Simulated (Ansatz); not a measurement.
Potential energy curve for AlB, lowest singlet found (which spin is the ground state isn't settled by this scan).

UKS-PBE = unrestricted PBE/aug-cc-pVDZ (Ansatz, a quantum-chemistry and plane-wave program); RKS-PBE = restricted PBE/aug-cc-pVDZ (Ansatz).

Scanned distances (Å): 1.48, 1.59, 1.72, 1.78, 1.86, 1.95, 2.02, 2.09, 2.13.

Problem. Where does the unrestricted solution first break spin symmetry (<S²> of 0.01 or more)?

Solution. UKS-PBE: already at 1.48 Å.

| R / Å | <S²> UKS-PBE | E(RKS-PBE) − E(UKS-PBE) / kcal/mol |
|---|---|---|
| 1.48 | 1.01 | 22.4 |
| 1.59 | 1.01 | 21.0 |
| 1.72 | 1.01 | 19.6 |
| 1.78 | 1.01 | 19.1 |
| 1.86 | 1.01 | 18.4 |
| 1.95 | 1.01 | 17.7 |
| 2.02 | 1.01 | 17.2 |
| 2.09 | 1.01 | 16.8 |
| 2.13 | 1.01 | 16.5 |
